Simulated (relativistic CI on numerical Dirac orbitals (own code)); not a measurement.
## What each ingredient does to the levels of Ce7+

Base calculation: Dirac-Coulomb-Breit CI, separate exchange-only KLI orbitals for each configuration, model QED (radiative potential, 1s self-energy scaled to tabulated hydrogen-like ionisation energies), unscaled Slater integrals.

CI space (outside the closed core [Kr] 4d10): 5s2.5p3, 5s2.5p2.4f, 5s.5p4, 5s2.5p2.5d, 5p5, 5s.5p2.4f2, 5s2.5p.4f.5d, 5s.5p3.4f, 5s.5p3.5d, 5s2.5p2.5f, 5p4.4f, 5s2.5p.4f.6s, 5s2.5p.4f2, 5s2.4f3, 5s2.4f2.5d, 5s.5p.4f3, 5s.5p.4f2.5d, 5s2.4f2.5f. Double excitations out of closed p, d and f shells are left out; levels of such configurations are missing from the list, as are those of other unlisted configurations, and high levels can miss mixing partners.

Variants: (1) Breit term removed. Shifts of the energy above 5s2.5p3 4S°_3/2, in cm⁻¹, for the lowest level and the first level of each name with at least 55 % of one term (blank where a level changes its place among those of its configuration and J or its character, or is not in the variant):

```csv
Level,Base,Δ(1)
5s2.5p3 4S°_3/2,0.0,0.0
5s2.5p3 2D°_3/2,22961.1,+254.7
5s2.5p3 2D°_5/2,30892.7,+353.4
5s2.5p3 2P°_1/2,49945.3,+309.3
5s2.5p3 2P°_3/2,68517.5,+678.8
5s2.5p2.4f 4G°_7/2,96860.0,+1430.5
5s2.5p2.4f 2G°_7/2,100054.5,+1548.9
5s2.5p2.4f 4G°_9/2,100471.0,+1594.9
5s2.5p2.4f 2G°_9/2,105748.3,+1559.3
5s2.5p2.4f 4G°_11/2,108409.7,+1718.7
5s2.5p2.4f 4D°_1/2,109443.3,+1465.4
5s2.5p2.4f 2D°_3/2,118199.0,+1579.0
5s2.5p2.4f 2H°_11/2,139954.3,+1957.0
5s2.5p2.4f 2H°_9/2,141077.4,+1750.3
```

At this charge configurations can still be misplaced by up to about 7 % of their energy. Levels and lines within the n = 5 or 6 shells can be off by up to 10 % or somewhat more, and those that change n by about 2 %, since core polarisation is missing. Levels that differ in their count of f electrons can be misplaced by several ten thousand cm⁻¹, since the correlation energy of f electrons is missing or only estimated; rates across such gaps can be off by orders of magnitude.

Ionisation energy from the two ground configurations alone: base 106.489 eV; Breit term removed 106.527 eV. The NIST ASD value (theoretical) is 106 eV.

LS names give the leading component of a level, which can be under half, so a name can repeat, a term be missing and a line seem to break the LS rules.
